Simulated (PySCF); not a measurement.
# Working out the ionisation energy of Mn⁺

Mn⁺ [Ar] 3d5 4s1 (7S) → Mn²⁺ [Ar] 3d5 (6S). Calculation: PySCF 2.14, in def2-TZVPPD (6s6p4d2f1g, 67 functions); the non-relativistic Hamiltonian (point nucleus). Frozen: [Ne]. Energies in hartree (1 hartree = 27.21139 eV):

```
            part   Mn⁺ (lower)  Mn²⁺ (upper)
             UHF  -1149.627149  -1149.087305
CCSD correlation     -0.407136     -0.382548
             (T)     -0.007921     -0.006494
```

**Question.** What does Hartree-Fock give?

**Answer.** (-1149.087305) − (-1149.627149) = 0.539844 hartree = 14.690 eV.

**Question.** What do CCSD and CCSD(T) give?

**Answer.** The CCSD correlation energies differ by 0.024588 hartree = 0.669 eV and the triples by 0.001427 hartree = 0.039 eV, so CCSD gives 15.359 eV and CCSD(T) 15.398 eV.

Measured between the centres of the two terms (NIST): 15.640 eV, so CCSD(T) (valence and next inner shell) is off by -0.242 eV.

The calculation is non-relativistic.

What remains against the reference includes basis incompleteness, the frozen core and higher excitations.
